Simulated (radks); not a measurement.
Q: The table gives one normalised radial function P(r) = r R(r) of Ir2+ in [Kr] 4d10 4f14 5s2 5p5 5d8 (r in bohr). Method: scalar-relativistic Kohn-Sham, LDA (Slater exchange, Perdew-Zunger correlation), spin-unpolarised, spherical densities, finite nucleus; Fermi nuclear charge, rms radius 5.4032 fm; computed with a radial shooting solver on a logarithmic mesh with Libxc functionals.

r              P
0.0019     0.0062
0.002211   0.0079
0.002575   0.0102
0.002997   0.0131
0.003517   0.0170
0.004095   0.0217
0.004767   0.0277
0.005549   0.0353
0.00646    0.0447
0.007521   0.0563
0.008755   0.0706
0.01027    0.0888
0.01196    0.1094
0.01392    0.1333
0.01621    0.1601
0.01887    0.1893
0.02197    0.2192
0.02558    0.2474
0.03001    0.2714
0.03494    0.2838
0.04068    0.2800
0.04736    0.2540
0.05513    0.2004
0.06418    0.1165
0.07471    0.0047
0.08768   -0.1323
0.1021    -0.2611
0.1188    -0.3611
0.1383    -0.4016
0.161     -0.3567
0.1875    -0.2160
0.2183     0.0046
0.2561     0.2725
0.2982     0.4879
0.3471     0.5907
0.4041     0.5305
0.4704     0.3014
0.5477    -0.0531
0.6376    -0.4524
0.7482    -0.8202
0.871     -1.0426
1.014     -1.1063
1.18      -1.0232
1.374     -0.8397
1.6       -0.6156
1.863     -0.4031
2.186     -0.2270
2.544     -0.1151
2.962     -0.0504
3.448     -0.0187
4.015     -0.0057
4.674     -0.0014
5.441     -0.0003
6.385     0.0000
7.433     0.0000
8.653     0.0000
10.07     0.0000

Which n and l does it have? It may be an empty orbital.

A: n = 5, l = 1: the number of nodes gives n - l - 1 = 3, the rise at small r (about r^(l+1), flatter next to the nucleus through relativity) gives l, and the extent must fit the shell. The curve is that of 5p. 5p: eigenvalue -74.509 eV, 3 radial nodes at r = 0.0751, 0.218, 0.536 bohr, <r> = 1.13 bohr, 90 % of the charge inside 1.64 bohr.
